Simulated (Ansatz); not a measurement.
Name a neutral molecule of C, Cl, N, S, Si and H with LUMO energy (ωB97M-V/def2-TZVPP) between 1.80 and 2.10 eV and LUMO energy (B3LYP/def2-TZVPP) between -0.30 and 0.00 eV (Ansatz, PBE0-D4/def2-TZVP geometry).

`N[SiH](S)CCl` (1.88 eV, -0.20 eV); `CN[SiH](S)Cl` (2.02 eV, -0.09 eV); `CS[SiH](N)Cl` (1.99 eV, -0.01 eV). Other molecules can fit too; these were computed, each in one conformer that needn't be the lowest.

B3LYP here is the variant with VWN-RPA as its local correlation; programs differ in this.
